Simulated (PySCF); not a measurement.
C6H7NOS.
Z-matrix (Å and degrees, PBE0-D3(BJ)/def2-SVP geometry), rows numbered from 1:
```
C 
S   1  1.8179
O   2  1.5021  1  105.93
C   2  1.8084  1   96.23  3  -108.55
C   4  1.3892  2  117.29  1   108.16
C   5  1.3917  4  117.66  2   177.63
C   6  1.3956  5  118.52  4    -0.56
N   7  1.3322  6  123.58  5    -0.33
C   8  1.3279  7  117.98  6     0.18
H   1  1.0986  2  107.78  3    49.56
H   1  1.0992  2  110.34  3   171.48
H   1  1.0987  2  106.32  3   -68.78
H   5  1.0946  4  118.58  2    -2.11
H   6  1.0922  5  121.12  4   179.79
H   7  1.0959  6  120.15  5  -179.85
H   9  1.0978  4  120.78  2     2.30
```

Level: PBE0/pcSseg-1 and PBE0/def2-SVPD in PySCF, non-relativistic, on one gas-phase PBE0-D3(BJ)/def2-SVP geometry that isn't relaxed in the solvent. The solvent is an IEF-PCM continuum (van der Waals radii × 1.2). Only the electrostatic response of the medium enters.

Gas phase at PBE0/pcSseg-1: HOMO -6.92 eV, LUMO -1.24 eV, dipole 2.08 D.

Problem. What does the continuum do to the energy, the frontier levels and the dipole at PBE0/pcSseg-1 in chloroform and dimethylsulfoxide?

Solution. 
```json
{"solvent": "chloroform", "ε": "4.711", "E(solvent) − E(gas) (kcal/mol)": "-7.19", "polarisation term (kcal/mol)": "-8.10", "distortion of the solute (kcal/mol)": "0.91", "HOMO (eV)": "-6.96", "LUMO (eV)": "-1.15", "dipole (D)": "2.57"}
{"solvent": "dimethylsulfoxide", "ε": "46.83", "E(solvent) − E(gas) (kcal/mol)": "-10.08", "polarisation term (kcal/mol)": "-11.91", "distortion of the solute (kcal/mol)": "1.83", "HOMO (eV)": "-6.99", "LUMO (eV)": "-1.14", "dipole (D)": "2.78"}
```

The first energy column is the sum of the next two and covers electrostatics alone. From chloroform to dimethylsulfoxide the lowering changes by a factor 1.40, Onsager's factor (ε − 1)/(2ε + 1) by 1.36 and ε itself by 9.9.

Problem. Which radius a makes the point-dipole formula ΔE = −[(ε − 1)/(2ε + 1)]·μ²/a³ give the value in dimethylsulfoxide, with the gas-phase dipole?

Solution. μ = 0.820 au and |ΔE| = 0.01607 Eh give a = 1.44 Å; the farthest nucleus lies 3.68 Å from the centroid of the nuclei, so such a sphere wouldn't even hold the nuclei. The formula assumes a rigid point dipole at the centre of a sphere.

Problem. Which Hirshfeld charges (PBE0/pcSseg-1) respond most in chloroform (means over atoms taken as equivalent)?

Solution. 
```tsv
atoms	environment	gas (e)	solvent (e)	change
O3	sulfinyl oxygen	-0.359	-0.394	-0.035
N8	pyridine-type nitrogen	-0.159	-0.179	-0.020
H16	aromatic hydrogen	+0.051	+0.059	+0.008
H14	aromatic hydrogen	+0.060	+0.068	+0.008
C1	S-methyl carbon	-0.125	-0.118	+0.007
H10/H11/H12	methyl hydrogen	+0.054	+0.061	+0.007
H15	aromatic hydrogen	+0.056	+0.060	+0.004
C6	aromatic CH carbon	-0.044	-0.041	+0.003
```

Problem. Which Mayer bond orders change most in chloroform?

Solution. 
```tsv
bond	length (Å)	gas	solvent	change
S2–O3	1.502	1.505	1.471	-0.034
C9–C4	1.395	1.309	1.322	+0.013
C1–S2	1.818	0.891	0.904	+0.013
S2–C4	1.808	0.877	0.890	+0.013
C7–N8	1.332	1.455	1.444	-0.011
C4–C5	1.389	1.392	1.381	-0.011
C6–C7	1.396	1.398	1.408	+0.010
N8–C9	1.328	1.489	1.479	-0.010
```

Gas phase at PBE0/def2-SVPD: HOMO -7.02 eV, LUMO -1.31 eV, dipole 2.24 D.

Problem. What does the continuum do to the energy, the frontier levels and the dipole at PBE0/def2-SVPD in chloroform and dimethylsulfoxide?

Solution. 
```json
{"solvent": "chloroform", "ε": "4.711", "E(solvent) − E(gas) (kcal/mol)": "-7.11", "polarisation term (kcal/mol)": "-8.16", "distortion of the solute (kcal/mol)": "1.05", "HOMO (eV)": "-7.07", "LUMO (eV)": "-1.21", "dipole (D)": "2.81"}
{"solvent": "dimethylsulfoxide", "ε": "46.83", "E(solvent) − E(gas) (kcal/mol)": "-10.02", "polarisation term (kcal/mol)": "-12.17", "distortion of the solute (kcal/mol)": "2.15", "HOMO (eV)": "-7.10", "LUMO (eV)": "-1.20", "dipole (D)": "3.07"}
```

Problem. How does the static polarisability (PBE0/def2-SVPD, frozen core, with the continuum's full static response) change?

Solution. 
| medium | isotropic (au) | principal values (au) | ⟨r²⟩ of the electrons (bohr²) |
| --- | --- | --- | --- |
| gas | 100.4 | 69.9, 100.0, 131.4 | 1400.6 |
| chloroform | 127.4 | 87.3, 130.5, 164.2 | 1399.8 |
| dimethylsulfoxide | 140.9 | 98.0, 146.5, 178.2 | 1399.9 |

The isotropic value in dimethylsulfoxide is 1.40 times the gas-phase one; no cavity-field correction is applied. ⟨r²⟩ is taken about the centre of nuclear charge.
